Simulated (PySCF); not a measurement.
Ag(Cl) anion (AgCl), SMILES [Cl][Ag] (connectivity only; charge and spin as stated), charge -1, multiplicity 2. Atoms are numbered in the order given.

```xyz
2

Ag     0.0000     0.0000    -0.6582
Cl     0.0000     0.0000     1.8198
```
Charge -1, spin multiplicity 2.

Geometry: PBE0-D3(BJ)/def2-TZVPD. The spin state was assumed, not searched. The def2 effective core potentials stand for the cores of Ag; spin–orbit coupling is left out.

Computed with PBE0/def2-TZVPD in PySCF.

Mulliken values depend strongly on the basis, most of all with diffuse functions as here. ESP charges are fitted to the potential on shells at 1.4 to 2.0 van der Waals radii. Atomic charges (e):

```json
[
 {"atom": "Ag1", "ESP fit": "-0.44", "Mulliken": "-0.37", "Mulliken spin": "0.99"},
 {"atom": "Cl2", "ESP fit": "-0.56", "Mulliken": "-0.63", "Mulliken spin": "0.01"}
]
```
